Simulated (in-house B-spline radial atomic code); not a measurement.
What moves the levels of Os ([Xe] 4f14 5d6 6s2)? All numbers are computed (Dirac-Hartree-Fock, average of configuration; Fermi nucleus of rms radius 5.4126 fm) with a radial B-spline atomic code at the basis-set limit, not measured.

Baseline run (computed): total energy -17271.0405 hartree, 1s1/2 at -2732.382 hartree, 6s1/2 at -7.867 eV with <r> = 3.173 bohr.

Scaling the speed of light c (a factor of 100 is close to the non-relativistic limit):

```tsv
c/c0	ΔE (hartree)	6s1/2 level (eV)	6s1/2 <r> (bohr)
0.95	-128.2	-8.07928	3.12
0.98	-48.286	-7.94571	3.153
1.02	44.773	-7.79527	3.192
3	886.7	-6.66008	3.561
100	980.93	-6.55575	3.604
```

Changing the nucleus:

| nucleus | ΔE (eV) |
| --- | --- |
| Gaussian nucleus of rms radius 5.4126 fm | -0.627 |
| uniform spherical nucleus of rms radius 5.4126 fm | 0.153 |
| Gaussian nucleus of rms radius 0.01 fm | -85.7 |
| Fermi nucleus of rms radius 5.3043 fm | -2.82 |
| Fermi nucleus of rms radius 5.5209 fm | 2.85 |

A larger nucleus binds the electrons less, roughly as the density at the nucleus times the change of the nuclear <r²>. At equal rms radius the shape enters only through higher moments. A radius of 0.01 fm is nearly a point.

Question: The nuclear charge is raised by 0.1. What does the Hellmann-Feynman theorem predict for the energy, and what is found?

Answer: dE/dZ ≈ -Σ<1/r>, which is -569.436 at the start and -570.618 at the end; their mean times 0.1 is -57.003 hartree, and the two runs differ by -56.999 hartree.
